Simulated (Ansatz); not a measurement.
Pulling on the Ga1–H2 bond in GaH3O2 (SMILES [OH][GaH][OH]) (multiplicity 1 held, fragments rigid). Energies count from the point at 1.547 Å.
Geometry at that point (charge 0, multiplicity 1):
```xyz
6

Ga    -0.24404    -0.17751    -0.15123
H     -1.35423    -1.01629    -0.82710
O      0.02041     1.53780    -0.57659
H      0.74228     1.94033    -0.08185
O      0.90232    -0.75597     1.10558
H      0.79534    -1.67581     1.36508
```

Restricted levels (R-, RO-) in cc, def2 and unpolarised 6-31G sets keep to the state of the molecule at rest. U- levels take the lowest unrestricted solution at each point, which mixes spins at long bonds. Active spaces are followed from a long bond inwards. Levels need not reach the same state.

Frozen-core correlation. Filled d and f shells under p-block atoms count as core.

Run with Ansatz (a quantum-chemistry and plane-wave program). 

Energies in kcal/mol.

```json
[
 {"R (Å)": "1.238", "U-HF/cc-pVDZ": "29.4", "R-SCS-MP2/cc-pVDZ": "30.2", "FIC-NEVPT4(SD) on CASSCF(2,2)/cc-pVDZ": "30.4", "FIC-MRCISD+Q on CASSCF(2,2)/cc-pVDZ": "30.3"},
 {"R (Å)": "1.392", "U-HF/cc-pVDZ": "6.0", "R-SCS-MP2/cc-pVDZ": "6.4", "FIC-NEVPT4(SD) on CASSCF(2,2)/cc-pVDZ": "6.6", "FIC-MRCISD+Q on CASSCF(2,2)/cc-pVDZ": "6.5"},
 {"R (Å)": "1.547", "U-HF/cc-pVDZ": "0.0", "R-SCS-MP2/cc-pVDZ": "0.0", "FIC-NEVPT4(SD) on CASSCF(2,2)/cc-pVDZ": "0.0", "FIC-MRCISD+Q on CASSCF(2,2)/cc-pVDZ": "0.0"},
 {"R (Å)": "1.702", "U-HF/cc-pVDZ": "3.5", "R-SCS-MP2/cc-pVDZ": "2.9", "FIC-NEVPT4(SD) on CASSCF(2,2)/cc-pVDZ": "2.5", "FIC-MRCISD+Q on CASSCF(2,2)/cc-pVDZ": "2.6"},
 {"R (Å)": "1.856", "U-HF/cc-pVDZ": "12.0", "R-SCS-MP2/cc-pVDZ": "10.6", "FIC-NEVPT4(SD) on CASSCF(2,2)/cc-pVDZ": "9.7", "FIC-MRCISD+Q on CASSCF(2,2)/cc-pVDZ": "9.9"},
 {"R (Å)": "2.088", "U-HF/cc-pVDZ": "29.0", "R-SCS-MP2/cc-pVDZ": "26.2", "FIC-NEVPT4(SD) on CASSCF(2,2)/cc-pVDZ": "24.1", "FIC-MRCISD+Q on CASSCF(2,2)/cc-pVDZ": "24.5"},
 {"R (Å)": "2.320", "U-HF/cc-pVDZ": "45.5", "R-SCS-MP2/cc-pVDZ": "42.8", "FIC-NEVPT4(SD) on CASSCF(2,2)/cc-pVDZ": "38.8", "FIC-MRCISD+Q on CASSCF(2,2)/cc-pVDZ": "39.3"},
 {"R (Å)": "2.707", "U-HF/cc-pVDZ": "58.5", "R-SCS-MP2/cc-pVDZ": "67.5", "FIC-NEVPT4(SD) on CASSCF(2,2)/cc-pVDZ": "58.7", "FIC-MRCISD+Q on CASSCF(2,2)/cc-pVDZ": "59.3"},
 {"R (Å)": "3.094", "U-HF/cc-pVDZ": "63.0", "R-SCS-MP2/cc-pVDZ": "86.3", "FIC-NEVPT4(SD) on CASSCF(2,2)/cc-pVDZ": "71.0", "FIC-MRCISD+Q on CASSCF(2,2)/cc-pVDZ": "71.7"},
 {"R (Å)": "3.558", "U-HF/cc-pVDZ": "64.6", "R-SCS-MP2/cc-pVDZ": "100.7", "FIC-NEVPT4(SD) on CASSCF(2,2)/cc-pVDZ": "77.9", "FIC-MRCISD+Q on CASSCF(2,2)/cc-pVDZ": "78.6"},
 {"R (Å)": "4.177", "U-HF/cc-pVDZ": "65.2", "R-SCS-MP2/cc-pVDZ": "107.4", "FIC-NEVPT4(SD) on CASSCF(2,2)/cc-pVDZ": "80.7", "FIC-MRCISD+Q on CASSCF(2,2)/cc-pVDZ": "81.5"},
 {"R (Å)": "4.950", "U-HF/cc-pVDZ": "65.3", "R-SCS-MP2/cc-pVDZ": "100.0", "FIC-NEVPT4(SD) on CASSCF(2,2)/cc-pVDZ": "81.4", "FIC-MRCISD+Q on CASSCF(2,2)/cc-pVDZ": "82.2"}
]
```

Doubts at one or more of the structures used: a spin-contaminated determinant (U-HF/cc-pVDZ); a restricted determinant that unrestricted orbitals would lower (R-SCS-MP2/cc-pVDZ).
